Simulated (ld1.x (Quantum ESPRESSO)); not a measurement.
**What one change does to a pseudopotential (silicon (Si), TM)**

```
Element                 : Si
Generator               : ld1.x (Quantum ESPRESSO) 7.5
Type                    : norm-conserving Troullier–Martins (Kleinman–Bylander form)
Functional              : PBE
Relativity              : non-relativistic
Frozen core             : [Ne]
Valence charge          : 4
Reference configuration : 3s2 3p2
Partial waves           : 3s (bound): rc 1.80 bohr; 3p (bound): rc 2.35 bohr; 3d channel at 0.2 Ry: rc 2.40 bohr
Local potential         : the d channel
Core correction         : none
```

All-electron outer shells of the reference configuration (PBE, non-relativistic, ld1.x):

| shell | level (eV) | outermost node (bohr) | outermost maximum (bohr) |
| --- | --- | --- | --- |
| 2p | -95.59 | – | 0.39 |
| 3s | -10.77 | 0.72 | 1.80 |
| 3p | -4.09 | 0.72 | 2.17 |

Change: type ultrasoft; waves now 3s (bound): rcut 1.55, rcutus 1.80 bohr; 3s channel at 0.05 Ry: rcut 1.55, rcutus 1.80 bohr; 3p (bound): rcut 2.05, rcutus 2.35 bohr; 3p channel at 2.7 Ry: rcut 2.05, rcutus 2.35 bohr; 3d channel at 0.2 Ry: rcut 2.10, rcutus 2.40 bohr; 3d channel at 1.8 Ry: rcut 2.10, rcutus 2.40 bohr; local potential all-electron potential smoothed inside 2.25 bohr (lloc = -2); augmentation PSQ, inside the norm-conserving radii.

Cutoffs: the cutoffs (Ry, on a coarse ladder) from which the occupation-weighted sum of valence levels, in a spherical-Bessel basis at the reference potential, stays within 10 and 1 mRy of its value at 400 Ry; they do not see the model core or the augmentation charge, which bear on the density cutoff. Errors are all-electron minus pseudo energies relative to the spin-unpolarised reference configuration.

What does the change do?

The potential gets softer (15 Ry and 35 Ry → 10 Ry and 15 Ry); the number of tests with a reliable result goes from 7 to 0 (the test run of the changed file stopped, so its transferability is not established); the range in which the s phases agree widens (upper end 1.6 → 3.1); the range in which the p phases agree widens (upper end 2.7 → 3.9); neither file shows a bound ghost. Several settings change at once here, so the effects cannot be laid on one of them.

| quantity | base | changed |
| --- | --- | --- |
| cutoff, loose | 15 Ry | 10 Ry |
| cutoff, tight | 35 Ry | 15 Ry |
| loose cutoff by channel (10 mRy a level) | s 12 Ry, p 6 Ry | s 6 Ry, p 6 Ry |
| bound ghosts | none | none |
| tests with a reliable result | 7 of 7 | 0 of 7 (the test run stopped) |
| s: phases at 2.60 bohr within 0.05 rad from the reference energy up to (Ry; the scan ends near 5) | 1.6 | 3.1 |
| p: phases at 2.60 bohr within 0.05 rad from the reference energy up to (Ry; the scan ends near 5) | 2.7 | 3.9 |
| d: phases at 2.60 bohr within 0.05 rad from the reference energy up to (Ry; the scan ends near 5) | 3.1 | 3.9 |
